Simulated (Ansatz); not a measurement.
**Scan of the S1–Ag2 bond length**

AgHS (SMILES [SH][Ag]), singlet, at its PBE0-D4/def2-TZVP minimum:

```xyz
3
angstrom
S -0.4724 -0.6666 -0.3422
Ag 1.4253 0.0221 0.7868
H -0.9638 0.5796 -0.4579
```

The bond length S1–Ag2 (2.313 Å at the minimum) is set to the values below, the two halves moving rigidly along the bond. Each method's energies count from its own value at the PBE0-D4 minimum structure. Ansatz 0.2.0; basis: def2-TZVPP; cores frozen in the correlated methods. Filled d shells of the heavier atoms are correlated. Core potentials replace the inner electrons of the atoms past krypton. B3LYP uses VWN-RPA correlation.

CCSD(T) energies along the scan:
```tsv
bond length (Å)	CCSD(T) (kJ/mol)
1.989	84.5
2.057	47.7
2.157	15.6
2.274	1.0
2.403	3.1
2.542	17.9
2.689	40.8
2.845	68.3
3.007	97.2
```
They count from the CCSD(T) energy at the PBE0-D4 minimum.

Minimum and curvature along this coordinate at CCSD(T): A fifth-order fit through the nearest points gives 2.317 Å, with a curvature of about 9.9 eV/Å².

Treat the two halves as rigid bodies and work out the harmonic wavenumber of this stretch from that curvature (ν̃ = 521.5 √(k/μ) cm⁻¹ with k in eV/Å² and μ in u).

The halves weigh 33.08 and 107.87 u, so μ = 33.08 × 107.87/140.95 = 25.316 u and ν̃ = 521.5 √(9.9/25.316) ≈ 330 cm⁻¹. A true normal mode mixes in other motions, so this is a guide only.

Largest difference from the CCSD(T) curve over the scan: r2SCAN-D4 12.2; PBE0-D4 3.5; B3LYP-D4 12.1; HF 45.9 kJ/mol. Each curve counts from its own value at the minimum.

T1 diagnostic: at most 0.029. The T1 diagnostic is large here, which may signal multireference character or strong orbital relaxation, so CCSD(T) is less sure. The restricted Hartree–Fock reference is unstable towards an unrestricted one here.

For scale, one of the runs: CCSD(T)/def2-TZVPP, 112 basis functions (an equivalent command: `ansatz run in.yaml --threads 2`). Hardware: 2 CPU threads, shared host. Wall time about 8.5 s.
